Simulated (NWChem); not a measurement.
# InCl$_{2}$ cation; SMILES [Cl][In+][Cl]

Results from NWChem. def2 effective core potentials on In; no spin-orbit coupling. Each level has its own optimisation; frequencies are unscaled.

For level PBE/def2-SVP:

```
Property                           Value
---------------------------------  -----
highest harmonic frequency (cm⁻¹)    467
```

Q: What are these values for level PBE0/def2-SVP?

A: 
| Quantity | Value |
|---|---|
| highest harmonic frequency (cm⁻¹) | 489 |
